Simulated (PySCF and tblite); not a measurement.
The numbers below are computed, except where a source is named.
C7H12O, numbered as in [CH2:1]=[CH:2][C@@H:3]1[CH2:4][CH2:5][CH2:6][CH2:7][O:8]1.

Free energies: PBE0-D3(BJ)/def2-TZVP on PBE0-D3(BJ)/def2-SVP structures plus GFN2-xTB thermal terms, symmetry and mirror images included. Conformers within 4 kcal/mol (GFN2-xTB free energy) were kept, 5 at most. Programs: PySCF with density fitting and tblite.

Rotational constants are equilibrium values for the commonest isotopes; dipoles come from the energy level named.

Torsions listed: C1–C2–C3–O8. The 6-ring runs over atoms 3–4–5–6–7–8.

```json
{"conformer": "1", "shape": "6-ring chair (all substituents equatorial); -2°", "symmetry": "C1", "weight %": "69.0"}
{"conformer": "2", "shape": "6-ring chair (all substituents equatorial); 134°", "symmetry": "C1", "weight %": "29.4"}
{"conformer": "3", "shape": "6-ring chair (C2 axial); 17°", "symmetry": "C1", "weight %": "0.9"}
{"conformer": "4", "shape": "6-ring chair (C2 axial); 120°", "symmetry": "C1", "weight %": "0.7"}
```

Sets of constants, in random order:

| set | A (MHz) | B (MHz) | C (MHz) | abs μa (D) | abs μb (D) | abs μc (D) |
| --- | --- | --- | --- | --- | --- | --- |
| P | 4303 | 1399 | 1151 | 0.85 | 1.06 | 0.51 |
| Q | 3190 | 1809 | 1511 | 0.66 | 0.81 | 0.90 |
| R | 3614 | 1566 | 1338 | 0.47 | 1.11 | 0.78 |
| S | 4098 | 1526 | 1214 | 1.31 | 0.84 | 0.42 |

(1) Match each set to its conformer.

## Answers

(1) P is conformer 2, Q is conformer 3, R is conformer 4, S is conformer 1.
